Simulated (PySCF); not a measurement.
From a computed spectrum to the compound

A species of 3 atoms with charge -1 has these harmonic modes (PBE0, small Gaussian bases with core potentials, PySCF 2.14.0):

```tsv
cm⁻¹	km/mol	symmetry
90	42.9	a'
214	49.4	a'
621	196.4	a'
```

Question: Which species is it, and in which structure?

Answer: [SmOCl]− (singlet in the valence; each metal's 4f electrons, 6 of them, lie in its core potential, out of spins and levels):
```xyz
3

Sm    0.3002    0.0000   -0.2756
O     2.1114    0.0000    0.5904
Cl   -2.2701    0.0000    0.9274
```
Ideal gas at 298.15 K and 1 bar: S = 326.5 J/(mol K), Cp = 53.2 J/(mol K), H − H(0 K) = 13.7 kJ/mol (rigid rotor, harmonic modes, spin degeneracy alone, that of the 4f electrons in the core included). An lcecp potential fixes the number of 4f electrons, so in runs with it no electron can move into or out of that shell.
 This is one of several that fit.
